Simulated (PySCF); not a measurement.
Identify the unknown among the candidates.

All candidates are C10H12.

- Rotational structure: rotational constants A, B, C: 1.958, 1.231, 0.991 GHz [GFN2-xTB]
- 13C NMR: chemical shifts (computed TMS as zero) by class: 152.6 (2 C), 140.9 (2 C), 139.1 (2 C), 133.7 (2 C), 25.2 (2 C) ppm [GIAO PBE0/pcSseg-1]
- Dipole: 0.66 D [PBE0/pcSseg-1]
- 1H NMR: chemical shifts (computed TMS as zero) by class: 6.19 (2 H), 6.09 (2 H), 5.92 (2 H), 1.95 (6 H) ppm [GIAO PBE0/pcSseg-1]

The electronic properties come from PySCF, for the isolated species, density fitting. Levels stand in brackets. One conformer (not necessarily the lowest) at the GFN2-xTB geometry, without solvent, vibrations or thermal averaging. Each NMR value is the plain mean over a class of atoms that symmetry, rotation or inversion makes alike.

Task: Which candidate is it?
A. `C=C(C)c1cccc(C)c1`
B. `C#C/C=C1/CC[C@@H]1CC=C`
C. `CC1=C/C=C\C=C/C=C\1C`

Result: C. It is `CC1=C/C=C\C=C/C=C\1C`. Numbering: `[CH3:1][C:2]1=[CH:3]/[CH:4]=[CH:5]\[CH:6]=[CH:7]/[CH:8]=[C:9]\1[CH3:10]`. Its formula, C10H12, gives 5 degrees of unsaturation: 1 ring and 4 π bonds in the structure found. 10 carbons fall into 5 classes; from least to most shielded: fully substituted alkene carbon [C2/C9] (152.6 ppm, 2 C), alkene CH carbon [C4/C7] (140.9 ppm, 2 C), alkene CH carbon [C5/C6] (139.1 ppm, 2 C), alkene CH carbon [C3/C8] (133.7 ppm, 2 C), allylic carbon [C1/C10] (25.2 ppm, 2 C). Hydrogen classes from least to most shielded: 2 H on 2 alkene CH carbons, C4/C7 (6.19 ppm), 2 H on 2 alkene CH carbons, C5/C6 (6.09 ppm), 2 H on 2 alkene CH carbons, C3/C8 (5.92 ppm), 6 H on 2 allylic carbons, C1/C10 (1.95 ppm, a mean of values up to 0.5 ppm apart in this geometry). The optimised geometry has point group C2 and is an asymmetric top.

The others, at the same levels:
- `C=C(C)c1cccc(C)c1` fails: it has 10 carbon classes against 5; its computed 13C shifts are 154.5 (1 C), 148.8 (1 C), 143.4 (1 C), 133.7 (1 C), 133.5 (1 C), 132.7 (1 C), 127.3 (1 C), 119.2 (1 C), 25.1 (1 C), 24.2 (1 C) ppm, 1H shifts are 7.59 (1 H), 7.53 (1 H), 7.38 (1 H), 7.33 (1 H), 5.52 (1 H), 5.41 (1 H), 2.51 (3 H), 2.25 (3 H) ppm and rotational constant A is 2.526 GHz (against 1.958 GHz).
- `C#C/C=C1/CC[C@@H]1CC=C` fails: it has 10 carbon classes against 5; its computed 13C shifts are 173.7 (1 C), 146.1 (1 C), 122.8 (1 C), 109.4 (1 C), 91.9 (1 C), 84.9 (1 C), 44.3 (1 C), 43.7 (1 C), 29.3 (1 C), 22.3 (1 C) ppm, 1H shifts are 6.02 (1 H), 5.61 (1 H), 5.40 (1 H), 5.31 (1 H), 3.55 (1 H), 3.15 (1 H), 2.87 (1 H), 2.84 (1 H), 2.81 (1 H), 2.04 (1 H), 1.72 (1 H), 1.70 (1 H) ppm and rotational constant A is 1.837 GHz (against 1.958 GHz).

Each candidate is one conformer, not necessarily the lowest. The conformers computed, where there is a choice (atom-mapped SMILES and torsion angles):
- `[CH2:1]=[C:2]([CH3:3])[c:4]1[cH:5][cH:6][cH:7][c:8]([CH3:9])[cH:10]1`: C1–C2–C4–C5 -143°
- `[CH:1]#[C:2]/[CH:3]=[C:4]1/[CH2:5][CH2:6][C@@H:7]1[CH2:8][CH:9]=[CH2:10]`: C6–C7–C8–C9 71°, C7–C8–C9–C10 -115°
